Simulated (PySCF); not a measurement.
Identify the unknown among the candidates.

All candidates are C6H6FN.

| technique | computed result |
| --- | --- |
| NMR, other nuclei | isotropic shieldings of nuclei other than C and H, by class: 194 (1 N), 306 (1 F) ppm [GIAO PBE0/pcSseg-1] |
| Dipole | 3.28 D [PBE0/pcSseg-1] |
| 1H NMR | chemical shifts (computed TMS as zero) by class: 7.15 (2 H), 6.64 (2 H), 3.30 (2 H) ppm [GIAO PBE0/pcSseg-1] |
| Rotational structure | rotational constants A, B, C: 5.639, 1.467, 1.165 GHz [GFN2-xTB] |
| 13C NMR | chemical shifts (computed TMS as zero) by class: 164.4 (1 C), 148.1 (1 C), 122.2 (2 C), 116.9 (2 C) ppm [GIAO PBE0/pcSseg-1] |

Gas-phase values; electronic properties from PySCF, density fitting. Levels stand in brackets. Isolated species at its GFN2-xTB geometry, gas phase. Each NMR value is the plain mean over a class of atoms that symmetry, rotation or inversion makes alike.

**Question.** Which candidate is it?
A. `C#C[C@@H]1C=NC[C@H]1F`
B. `Nc1ccc(F)cc1`
C. `C=C1C[C@@]1(C#N)CF`
D. `C#C[C@@H]1C=NC[C@@H]1F`

**Answer.** B. It is `Nc1ccc(F)cc1`. Numbering: `[NH2:1][c:2]1[cH:3][cH:4][c:5]([F:6])[cH:7][cH:8]1`. Its formula, C6H6FN, gives 4 degrees of unsaturation: 1 ring and 3 π bonds in the structure found (Kekulé form). 6 carbons fall into 4 classes; from least to most shielded: aromatic C–F carbon [C5] (164.4 ppm), aromatic carbon bearing nitrogen [C2] (148.1 ppm), aromatic CH carbon [C4/C7] (122.2 ppm, 2 C), aromatic CH carbon [C3/C8] (116.9 ppm, 2 C). Hydrogen classes from least to most shielded: 2 H on 2 aromatic CH carbons, C4/C7 (7.15 ppm), 2 H on 2 aromatic CH carbons, C3/C8 (6.64 ppm), 2 H on an aniline-type nitrogen, N1 (3.30 ppm). The other shieldings belong to: 194 ppm, aniline-type nitrogen [N1]; 306 ppm, aryl fluorine [F6]. The optimised geometry has point group Cs and is an asymmetric top.

The others, at the same levels:
- `C#C[C@@H]1C=NC[C@H]1F` fails: it has 6 carbon classes against 4; its computed 13C shifts are 165.6 (1 C), 103.3 (1 C), 84.1 (1 C), 79.9 (1 C), 74.2 (1 C), 51.2 (1 C) ppm, 1H shifts are 7.31 (1 H), 5.56 (1 H), 4.67 (1 H), 4.50 (1 H), 3.82 (1 H), 1.79 (1 H) ppm and rotational constant A is 3.168 GHz (against 5.639 GHz).
- `C=C1C[C@@]1(C#N)CF` fails: it has 6 carbon classes against 4; its computed 13C shifts are 140.2 (1 C), 125.2 (1 C), 113.9 (1 C), 90.2 (1 C), 18.4 (1 C), 15.4 (1 C) ppm, 1H shifts are 6.10 (1 H), 5.98 (1 H), 5.38 (1 H), 4.11 (1 H), 1.99 (1 H), 1.85 (1 H) ppm and rotational constant A is 2.487 GHz (against 5.639 GHz).
- `C#C[C@@H]1C=NC[C@@H]1F` fails: it has 6 carbon classes against 4; its computed 13C shifts are 166.9 (1 C), 93.6 (1 C), 83.0 (1 C), 78.8 (1 C), 74.8 (1 C), 48.6 (1 C) ppm, 1H shifts are 7.28 (1 H), 5.28 (1 H), 4.61 (1 H), 4.46 (1 H), 3.56 (1 H), 1.81 (1 H) ppm and rotational constant A is 3.462 GHz (against 5.639 GHz).

Each candidate is one conformer, not necessarily the lowest. The conformers computed, where there is a choice (atom-mapped SMILES and torsion angles):
- `[NH2:1][c:2]1[cH:3][cH:4][c:5]([F:6])[cH:7][cH:8]1`: H–N1–C2–C3 -21°, H–N1–C2–C3 -162°
- `[CH2:1]=[C:2]1[CH2:3][C@@:4]1([C:5]#[N:6])[CH2:7][F:8]`: C3–C4–C7–F8 -67°

The conformers of `C#C[C@@H]1C=NC[C@H]1F` and `C#C[C@@H]1C=NC[C@@H]1F` aren't listed.
